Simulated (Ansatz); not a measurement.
Calculated with Ansatz (gas phase, PBE0-D4/def2-TZVP geometries, no zero-point term in ΔE). CCSD(T)/CBS is the MP2 limit (def2-TZVPP, def2-QZVPP) plus CCSD(T) − MP2 in def2-TZVPP, frozen cores. DFT in def2-TZVPP. HSE06 is defined as in plane-wave codes. Open shells (•) are unrestricted, without spin–orbit coupling. For Ge outer-core shells are correlated without core-valence functions, which leaves a few kJ/mol of doubt a bond. Scalar relativity is left out up to krypton. One conformer a species, not always the lowest.

`[NH2][AlH][GeH2][F]` → `[NH2][AlH]`• + `[F][GeH2]`•  (homolysis of the Al–Ge bond)

(1) What is ΔE at CCSD(T)/CBS? (Estimate.)

(2) What do these levels give: B97M-V, HSE06-D4, revPBE, RPA@PBE/def2-TZVPP, MP2/def2-QZVPP, MP2/CBS(def2)? (Estimate.)

(3) What do rigid-rotor, harmonic-oscillator terms from PBE0-D4/def2-TZVP frequencies (298.15 K, 1 bar) make of the CCSD(T)/CBS value? (Best estimate.)

Largest T1 diagnostic among the species: 0.015.

Answers

(1) Ansatz gave: +75.4 kcal/mol.

(2) Computed: B97M-V 72.8, HSE06-D4 70.0, revPBE 63.7, RPA@PBE/def2-TZVPP 68.7, MP2/def2-QZVPP 73.3, MP2/CBS(def2) 74.7 kcal/mol.

(3) The calculation gave: ΔZPE = -2.7 kcal/mol, ΔH = +73.1 kcal/mol, ΔS = 160 J/(mol·K), ΔG = +61.7 kcal/mol. Open shells count their whole term as degenerate.

Leaving LDA and LC-ωPBE aside and taking each functional with its dispersion term where it has one, the values, not all of them listed here, spread over 8.3 kcal/mol, from revPBE-D4 to ωB97X-V. LDA lies +9.8 kcal/mol from PBE without D4, its usual overbinding. At CCSD(T), def2-SVP lies −5.9 kcal/mol from the extrapolated value and def2-TZVPP −2.9 kcal/mol: correlation converges slowly with the basis, and small sets miss more of it in the bonded molecule than in its fragments.
